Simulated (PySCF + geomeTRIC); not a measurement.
The multiplicity is imposed and other spin states were not computed.

Species: [Zr(F)3(OH)] (charge 0, multiplicity 1).

Question: Give a relaxed geometry from TPSS-D3(BJ)/def2-SVP in PySCF + geomeTRIC.

Answer: Several could match; the one computed here: the end point of this relaxation, one of several conformers.
Cartesian coordinates (Å) in one orientation:
```xyz
6

Zr    -0.201    -0.116    -0.082
F     -0.465     1.744     0.304
F      0.445    -0.298    -1.878
F     -1.874    -1.038     0.088
O      1.075    -0.860     1.134
H      1.729    -1.235     1.738
```
